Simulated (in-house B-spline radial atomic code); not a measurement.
Configurations of the antimony ion Sb⁵⁺, with energies counted from [Kr] 4d10. Level of theory: non-relativistic Hartree-Fock with fractional occupations, spin-polarised, spherical fractional occupations, point nucleus; calculated with a B-spline radial code for spherical atoms. Caution: exact exchange at fractional occupations of open shells leaves self-interaction of up to several eV. Shells without spins written out take the highest spin.

Occupations are held fixed; configurations that lie above the ionisation limit could autoionise.

```tsv
configuration	E - E(ref) (eV)	highest orbital	its <r> (bohr)
[Kr] 4d9 5p1	57.03	5p up	2.204
[Kr] 4d(4 up, 5 down) 4f(0 up, 1 down)	76.902	4f down	2.238
[Kr] 4d(4 up, 5 down) 5f(1 up, 0 down)	88.103	5f up	4.343
[Ar] 3d10 4s2 4p5 4d10 5d1	146.07	5d up	2.789
[Ar] 3d9 4s2 4p6 4d10 5d1	602.29	5d up	2.764
[Ar] 3d9 4s2 4p6 4d10 4f1	607.03	4f up	2.208
```

Order these further configurations by energy, lowest first.
A. [Ar] 3d9 4s2 4p6 4d10 5s1
B. [Ar] 3d10 4s2 4p5 4d10 5f1
C. [Kr] 4d9 5f1
D. [Ar] 3d(4 up, 5 down) 4s2 4p6 4d10 5p(1 up, 0 down)
E. [Ar] 3d10 4s2 4p5 4d10 5p1

C (87.794 eV), E (130.64 eV), B (161.39 eV), A (573.12 eV), D (586.88 eV).

How far above the reference does [Kr] 4d(5 up, 4 down) 5s(1 up, 0 down) lie?

43.383 eV; its least bound orbital is 5s up with <r> = 1.944 bohr.

How far above the reference does [Kr] 4d9 5d1 lie?

72.438 eV; its least bound orbital is 5d up with <r> = 2.797 bohr.
